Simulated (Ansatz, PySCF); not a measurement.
## WO(OH)4 in two programs

WO(OH)4 (singlet), relaxed with PySCF 2.14.0, RKS B3LYP, W def2-SVP with ECP60, O def2-SVP, H def2-SVP; non-relativistic Hamiltonian with scalar-relativistic core potentials where named; density fitting; no spin-orbit coupling:

```xyz
10

W     0.0578    0.0641   -0.1933
O    -0.1347   -0.1908    1.5116
O     0.0262   -0.0647   -2.1103
H    -0.3256   -0.6549   -2.7864
O     1.9540    0.0134   -0.1853
H     2.4041   -0.0692    0.6685
O    -0.7087    1.7973   -0.2357
H    -0.9645    2.1976    0.6085
O    -1.0210   -1.5287   -0.4207
H    -1.2877   -1.9009    0.4341
```

There the HOMO–LUMO gap is 6.66 eV. 

The same geometry by Ansatz 0.2.0 (PBE, PAW, a periodic box with 9 Å of vacuum):

| spin-orbit coupling | gap (eV) | largest force component (eV/Å) |
| --- | --- | --- |
| without | 4.76 | 0.34 |

What does the run with spin-orbit coupling give?

gap (eV): 4.64, largest force component (eV/Å): 0.34. It took 30 s on 2 threads of Arm Neoverse V2 (shared host), peak memory 2.8 GiB.

The spin-orbit runs use fully relativistic datasets of their own, so changes of a few hundredths of an eV needn't come from the coupling.

The two programs differ in functional, so their gaps don't test each other.
